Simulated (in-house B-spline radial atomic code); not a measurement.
Radial electron density of Co IX (Co8+), [Ar] 3d1. Level of theory: non-relativistic LC-wPBE, spin-polarised, spherical fractional occupations, point nucleus; calculated with an all-electron radial atomic-structure program (B-spline basis).

Caution: exact exchange at fractional occupations of open shells leaves self-interaction of up to several eV.

Columns: r (bohr), 4πr²n(r) (electrons per bohr), bar.

```
 0.00249    0.913 #
 0.00297    1.266 ##
 0.00353    1.735 ##
 0.00419    2.358 ###
 0.00499    3.203 ####
 0.00593      4.3 #####
 0.00706    5.734 #######
 0.00839    7.538 #########
 0.00998     9.79 ############
  0.0119    12.55 ###############
  0.0141    15.66 ###################
  0.0168    19.24 #######################
    0.02    22.98 ############################
  0.0238     26.6 ################################
  0.0283    29.67 ####################################
  0.0336    31.76 ######################################
    0.04    32.53 #######################################
  0.0475    31.82 ######################################
  0.0565     29.9 ####################################
  0.0672    27.58 #################################
    0.08    25.99 ###############################
  0.0951    26.27 ################################
   0.113    28.77 ###################################
   0.135    32.81 ########################################
    0.16    36.07 ############################################
    0.19    36.42 ############################################
   0.226     32.5 #######################################
   0.269    25.18 ##############################
    0.32    17.54 #####################
   0.381    12.85 ################
   0.453    12.37 ###############
   0.539    14.25 #################
    0.64     15.2 ##################
   0.762    13.22 ################
   0.906    9.021 ###########
    1.08    4.664 ######
    1.28    1.856 ##
    1.52   0.5351 #
    1.81    0.105 
    2.16  0.01324 
    2.56 0.001167
```

On this grid the curve has 3 maxima, near 0.04, 0.19, 0.64 bohr.

The 3p up radial function P(r) = rR(r), positive near the nucleus:

```csv
r (bohr),P
0.00249,0.001472
0.00353,0.002917
0.00499,0.005715
0.00706,0.01112
0.00998,0.02137
0.0141,0.04036
0.02,0.07501
0.0283,0.1343
0.04,0.2294
0.0565,0.3669
0.08,0.5351
0.113,0.6753
0.16,0.6703
0.226,0.3755
0.32,-0.2475
0.453,-0.9538
0.64,-1.286
0.906,-1.007
1.28,-0.4575
1.81,-0.1057
2.56,-0.009731
```
